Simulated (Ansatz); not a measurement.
A structure relaxed at r2SCAN-D4/def2-SVP in Ansatz, charge 0, singlet:

```
atom    x (Å)    y (Å)    z (Å)
 Si1   2.3203  -1.6858   0.6061
 Si2  -1.3468   0.5736  -0.1209
  N3   0.2416   0.1425  -0.1183
  N4   1.0990  -0.7050   0.2337
  O5  -2.3141   1.6746  -0.6007
```

**Question.** Give its formula and point group.

**Answer.** Si₂N₂O. Point group Cs (tolerance 0.1 Å).

**Question.** Summarise the bond lengths by kind (pairs closer than 1.2 times the sum of covalent radii, bridged metal pairs left out).

**Answer.** 2 × N–Si 1.61 to 1.65 Å; 1 × N–N 1.26 Å; 1 × O–Si 1.54 Å.

The restricted singlet is unstable towards broken spin symmetry in Hartree–Fock (as tested in another run); at r2SCAN-D4/def2-SVP this wasn't settled. Another isomer (singlet) lies 1.84 eV lower at PBE0-D4/def2-TZVP; other spin states weren't run for this one.
